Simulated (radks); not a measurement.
The numbers below are computed, except where a source is named.
Spherical quantum dot in the effective-mass picture: electrons in a well V = -V0 / (1 + exp((r - R)/a)) with V0 = 9.43, R = 4.52, a = 0.24, all in effective atomic units (hartree* = m*/eps^2 hartree, bohr* = eps/m* bohr), one dielectric constant everywhere. Level of theory: non-relativistic Kohn-Sham, LDA (Slater exchange, Perdew-Wang correlation), spin-polarised, spherical densities (a radial shooting solver with Libxc functionals). Levels are named by radial order and angular momentum (1s, 1p, 1d, 2s, ...), and open shells are averaged over m. Results are scaled to m* = 0.16 and eps = 12.1, for which hartree* = 29.74 meV and bohr* = 4.002 nm. Each electron was tried in the lowest free levels, single moves between levels near the top were tried too, and the lowest total energy was kept; such a search can miss a lower state. The series stops at N = 28: beyond it a trial failed or the search could not be trusted, so later rows were left out. At N = 1 the Hartree and exchange-correlation terms need not cancel, so that row can carry a self-interaction error.

N        open shells  2S   E (meV)  mu = E(N) - E(N-1) (meV)  addition energy mu(N+1) - mu(N) (meV)  e(HOMO) (meV)  rms radius (nm)
1   1s(up 1, down 0)   1  -272.159                   -272.16                                  10.57        -267.93            9.321
2               none   0  -533.746                   -261.59                                  15.47        -257.27            9.811
3   1p(up 1, down 0)   1  -779.859                   -246.11                                  8.373        -241.97            10.48
4   1p(up 2, down 0)   2  -1017.60                   -237.74                                  8.521        -233.49            10.87
5   1p(up 3, down 0)   3  -1246.82                   -229.22                                  10.60        -224.95            11.15
6   1p(up 3, down 1)   2  -1465.44                   -218.62                                  8.134        -214.59            11.37
7   1p(up 3, down 2)   1  -1675.93                   -210.49                                  8.246        -206.38            11.56
8               none   0  -1878.17                   -202.24                                  16.11        -198.11            11.71
9   1d(up 1, down 0)   1  -2064.31                   -186.13                                  7.977        -182.15            11.90
10  1d(up 2, down 0)   2  -2242.46                   -178.16                                  7.995        -174.16            12.06
11  1d(up 3, down 0)   3  -2412.63                   -170.16                                  7.999        -166.16            12.20
12  1d(up 4, down 0)   4  -2574.79                   -162.16                                  7.994        -158.16            12.32
13  1d(up 5, down 0)   5  -2728.96                   -154.17                                  9.944        -150.18            12.43
14  1d(up 5, down 1)   4  -2873.18                   -144.23                                  7.792        -140.33            12.54
15  1d(up 5, down 2)   3  -3009.62                   -136.43                                  7.812        -132.53            12.63
16  1d(up 5, down 3)   2  -3138.24                   -128.62                                  7.819        -124.71            12.71
17  1d(up 5, down 4)   1  -3259.04                   -120.80                                  7.819        -116.89            12.79
18              none   0  -3372.03                   -112.98                                  17.01        -109.08            12.87
19  1f(up 1, down 0)   1  -3468.00                   -95.969                                  7.653        -92.143            12.95
20  1f(up 2, down 0)   2  -3556.31                   -88.316                                  7.652        -84.490            13.03
21  1f(up 3, down 0)   3  -3636.98                   -80.665                                  7.648        -76.840            13.10
22  1f(up 4, down 0)   4  -3709.99                   -73.017                                  7.642        -69.195            13.17
23  1f(up 5, down 0)   5  -3775.37                   -65.376                                  7.634        -61.557            13.23
24  1f(up 6, down 0)   6  -3833.11                   -57.741                                  7.626        -53.927            13.30
25  1f(up 7, down 0)   7  -3883.23                   -50.116                                  9.464        -46.306            13.35
26  1f(up 7, down 1)   6  -3923.88                   -40.652                                  7.512        -36.896            13.41
27  1f(up 7, down 2)   5  -3957.02                   -33.139                                  7.513        -29.383            13.46
28  1f(up 7, down 3)   4  -3982.64                   -25.626                                      -        -21.870            13.51

All shells are closed at N = 2, 8, 18 (there: 1s2 1p6 1d10); the second difference of the energy has clear peaks (12 % above both neighbours; the first and last values, which can be the largest, are not judged, and half-filled shells can peak too) at N = 2, 5, 8, 13, 18, 25.
